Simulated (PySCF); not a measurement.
**Question.** Write Cartesian coordinates for ZnMe(tBu), `[CH3][Zn][C](C)(C)C` as optimised with PBE0-D3(BJ)/def2-SVP. (Singlet state.)

**Answer.** 
```xyz
18
C5H12Zn angstrom
Zn     0.0053   -0.0030    1.3472
C      0.0017   -0.0279    3.2984
H     -1.0225    0.0673    3.6957
H      0.5945    0.8042    3.7129
H      0.4240   -0.9661    3.6938
C     -0.0010    0.0111   -0.6327
C      1.4142   -0.2423   -1.1499
C     -0.4946    1.3661   -1.1372
C     -0.9325   -1.0911   -1.1366
H      1.4299   -0.2521   -2.2591
H      2.1246    0.5377   -0.8283
H      1.8160   -1.2141   -0.8173
H      0.1486    2.1980   -0.8051
H     -1.5226    1.5887   -0.8047
H     -0.5029    1.3918   -2.2461
H     -1.9726   -0.9495   -0.7983
H     -0.6115   -2.0942   -0.8093
H     -0.9550   -1.1080   -2.2456
```

Orientation and origin are arbitrary. Atoms count from 1 in this order. The C–Zn distances run from 1.951 Å (Zn1–C2) to 1.980 Å (Zn1–C6), a spread of 0.029 Å. All 3 C–C bonds measure 1.528 to 1.529 Å.

Bonds between heavy atoms (Å): Zn1–C2 1.951, Zn1–C6 1.980, C6–C7 1.528, C6–C8 1.528, C6–C9 1.529.

Computed, not measured: PBE0-D3(BJ)/def2-SVP geometry optimisation, gas phase (PySCF 2.14.0).

Point group: near C3v, missed by 0.18 Å at most; the miss may be what the optimiser left on a soft mode (C3 holds within 0.08 Å). PBE0-D3(BJ)/def2-SVP frequencies: not computed here.
